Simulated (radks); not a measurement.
Results of a calculation; reference values are marked as such.
Q: The mean radii <r> (bohr) of the occupied orbitals of an atom or ion are listed with their occupations. Code: a radial shooting solver on a logarithmic mesh with Libxc functionals. Model: scalar-relativistic Kohn-Sham, PBE, spin-unpolarised, spherical densities, point nucleus.

orbital  occ.      <r>
1s          2  0.02409
2s          2   0.1027
2p          6  0.09018
3s          2   0.2640
3p          6   0.2601
3d          8   0.2344

Name the element and its charge.

A: Z = 59, praseodymium, charge +33: Pr33+ in [Ar] 3d8. The 1s radius gives Z: for a bare nucleus <r> = (2 gamma + 1)/(2Z) with gamma = sqrt(1 - (Z/c)^2), 0.02377 bohr for Z = 59, and screening makes it slightly larger (0.02409 here). The occupations add up to 26, and the charge is Z minus that.
